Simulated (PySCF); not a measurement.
# What a mistake does to a calculation on BH4N2Si anion

These are calculations, not measurements. They come from PySCF 2.14.0, an open-source quantum chemistry program, on an isolated molecule that a program drew, which may never have been made. The molecule is BH4N2Si anion (charge -1, singlet), drawn as the SMILES string `N=BN[SiH2-]`.

Each row is a Hartree-Fock (HF) and frozen-core CCSD(T) single point in the aug-cc-pV(D+d)Z basis, meant for a local HF minimum. Run 1 is clean. Each other run has one planted mistake out of seven kinds, and not every kind appears here: one electron removed, one electron added, multiplicity raised by two, geometry at a saddle point, minimal basis STO-3G, one bond length entered in bohr, all coordinates scaled. The reference is restricted for singlets and unrestricted otherwise, and also for a bond in bohr. Adding or removing an electron swaps singlet and doublet. Electrons count all cores. HOMO and LUMO are orbital energies over both spins, the gradient is its largest component, and the lowest frequency (negative if imaginary) is given only where the gradient is small. Bond lengths are over the 7 bonds as drawn. T1 is the CCSD diagnostic: over 0.02 (restricted) or 0.045 (unrestricted) a single reference is doubtful.

Geometry of the clean run:
```xyz
8
BH4N2Si anion, angstrom
N     0.1815    0.1802   -1.8845
B     1.0016   -0.2150   -0.9669
N     1.9454   -0.6235   -0.0790
Si    2.6676    0.2453    1.4386
H    -0.8102    0.1452   -1.7846
H     2.2708   -1.5601   -0.1982
H     3.0402    1.5721    0.7724
H     1.3528    0.7572    2.0393
```

```
run,electrons,basis functions,<S^2>,HOMO (eV),LUMO (eV),gradient (hartree/bohr),lowest frequency (cm^-1),mean bond (Å),longest bond (Å),T1,HF (hartree),CCSD(T) (hartree),mistake
1,38,137,0.000,-2.61,3.64,3.8e-05,95,1.3719,1.892,0.0161,-424.91279,-425.51706,no fault
2,37,137,0.754,-10.11,-0.59,5.9e-02,-,1.3719,1.892,0.0175,-424.85983,-425.43020,one electron removed
3,38,28,0.000,1.87,16.04,6.1e-02,-,1.3719,1.892,0.0196,-419.63073,-419.86406,minimal basis STO-3G
4,38,137,2.004,0.51,3.01,5.5e-02,-,1.3719,1.892,0.0871,-424.83814,-425.41925,multiplicity raised by two
5,38,137,0.000,-3.05,3.67,6.1e-02,-,1.4652,2.021,0.0185,-424.88073,-425.50189,?
```

**Which mistake was planted in run 5, and what did it cost?**

The mean and the longest bond both change by the same factor, 1.068, and the gradient is no longer small. So the mistake is: all coordinates scaled. Subtracting run 1 and multiplying by 627.51 kcal/mol a hartree, the energy moved by 20.1 kcal/mol in HF and 9.5 kcal/mol in CCSD(T).

Cautions from the logs. Run 3: the HOMO is above zero, so the electron isn't bound and the energy depends on the basis; run 4: T1 is over the limit, so its CCSD(T) energy is less reliable and the HOMO is above zero, so the electron isn't bound and the energy depends on the basis.
